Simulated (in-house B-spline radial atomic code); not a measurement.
How numerical settings move a run on K III (K2+), [Ne] 3s2 3p5. Computed with a B-spline radial code for spherical atoms: scalar-relativistic (X2C) LDA PW92, spin-polarised, spherical fractional occupations, Fermi nucleus of rms radius 3.4349 fm.

Command:
```bash
python run_scf.py task.json out
```
Settings of the sound reference run:
```
Z                19
electrons        17
configuration    [Ne] 3s2 3p5
hamiltonian      x2c
method           lda,pw
spin_polarised   True
nucleus          fermi
rms_radius       3.4349
mass_number      39
atomic_mass      38.96371
speed_of_light   137.036
knot_spacing     0.22
spline_order     8
gauss_points     12
box_radius       22.22
max_iterations   70
damping          0.5
damped_steps     3
diis_vectors     10
tolerance        1e-08
start            Thomas-Fermi
```

Run time, properties included: 0.31 s on 1 thread of Arm Neoverse N1, on a shared host.

It converges in 9 iterations to -599.154067 hartree, with 3p down at -38.6853 eV. The other runs change the listed settings, some to values that make no sense; their results aren't properties of the atom or ion. Radii are in bohr (the nuclear one in fm), a minus after a letter asks for a j subshell, and «unchanged» means within 1e-8 hartree. The run stops when the residual is below 10 × tolerance × max(1, Z/10), or a noise floor if that is larger, and the energy moves by less than 1e-8 × √|E| hartree; so very loose and very tight tolerances often act alike.

```tsv
changed settings	outcome
spline_order = 4	converged in 9 iterations, energy +1.69e-04 hartree from the reference, 3p down level -6.8e-05 eV
knot_spacing = 0.1, max_iterations = 100, diis_vectors = 0	converged in 17 iterations, energy +8.48e-07 hartree from the reference, 3p down level +5.3e-06 eV
damping = 0.2	converged in 8 iterations, energy unchanged, 3p down level +8.4e-06 eV
electrons = 18, configuration = [Ne] 3s2 3p5 4s-1, max_iterations = 50	stopped with error: j subshells need the Dirac Hamiltonian and l > 0
electrons = 18, configuration = [Ne] 3s2 3p5 2f1, max_iterations = 100	stopped with error: there is no 2f shell
knot_spacing = 0.55, first_knot = 5.26e-06, max_iterations = 50, tolerance = 1e-10	converged in 9 iterations, energy +4.23e-03 hartree from the reference, 3p down level +1.3e-03 eV
spline_order = 5, box_radius = 2.22, max_iterations = 50, damping = 0.95, damped_steps = 1	converged in 6 iterations, energy +1.77e+00 hartree from the reference, 3p down level +1.7e+01 eV (the program warns: 3p down reaches the box edge; 2s up reaches the box edge)
max_iterations = 75, tolerance = 1e-05, start = bare nucleus	converged in 9 iterations, energy unchanged, 3p down level -5.3e-06 eV
damped_steps = 1	converged in 8 iterations, energy unchanged, 3p down level -1.3e-06 eV
spline_order = 3	converged in 9 iterations, energy +1.18e-02 hartree from the reference, 3p down level -2.3e-03 eV
damped_steps = 8	converged in 13 iterations, energy unchanged, 3p down level +2.1e-06 eV
spline_order = 4, max_iterations = 50, damping = 0, diis_vectors = 4, tolerance = 1e-05	converged in 8 iterations, energy +1.69e-04 hartree from the reference, 3p down level -3.6e-05 eV
damping = 0.95	converged in 10 iterations, energy unchanged, 3p down level -1.1e-06 eV
damping = 0.8	converged in 10 iterations, energy unchanged, 3p down level -9.0e-07 eV
```

(1) What happens with spline_order = 5?

(2) What happens with damped_steps = 0?

(3) What happens with spline_order = 6?

(4) What happens with hamiltonian = dirac, method = hf?

Answers

(1) Converged in 9 iterations, energy +4.74e-06 hartree from the reference, 3p down level -2.5e-06 eV.

(2) Converged in 7 iterations, energy unchanged, 3p down level +4.0e-07 eV.

(3) Converged in 9 iterations, energy +3.60e-07 hartree from the reference.

(4) Stopped with error: spin polarisation is not served with the Dirac Hamiltonian.
